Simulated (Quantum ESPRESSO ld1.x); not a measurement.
Results of a calculation; reference values are marked as such.
Mean orbital radii <r> (bohr) of the holmium ion Ho3+, [Xe] 4f10, at several levels of relativity; Dirac values are averaged over j with weights 2j + 1. Spin-unpolarised spherical Kohn-Sham, LDA (Slater exchange, Perdew-Zunger correlation), point nucleus, ld1.x of Quantum ESPRESSO 7.5. A level marked "c x" has the speed of light scaled by that factor and shares open shells by 2j + 1; other Dirac levels either fill j = l - 1/2 first or share by 2j + 1.

| shell | non-rel. | scalar-rel. | Dirac, 2j+1 shares | Dirac, low j first | change of magnitude, last against first (%) |
|---|---|---|---|---|---|
| 2p | 0.08145 | 0.07809 | 0.07770 | 0.07770 | -4.60 |
| 3s | 0.2470 | 0.2301 | 0.2297 | 0.2297 | -7.01 |
| 3p | 0.2367 | 0.2291 | 0.2283 | 0.2283 | -3.54 |
| 3d | 0.2091 | 0.2080 | 0.2080 | 0.2080 | -0.55 |
| 4s | 0.5556 | 0.5186 | 0.5186 | 0.5186 | -6.65 |
| 4p | 0.5670 | 0.5497 | 0.5488 | 0.5489 | -3.20 |
| 4d | 0.5960 | 0.5949 | 0.5952 | 0.5953 | -0.12 |
| 5s | 1.344 | 1.250 | 1.251 | 1.251 | -6.86 |
| 5p | 1.495 | 1.455 | 1.453 | 1.454 | -2.76 |
| 4f | 0.7536 | 0.7848 | 0.7856 | 0.7867 | +4.39 |
| 5d (empty) | 2.053 | 2.084 | 2.086 | 2.087 | +1.66 |
| 6s (empty) | 3.122 | 2.959 | 2.961 | 2.962 | -5.14 |
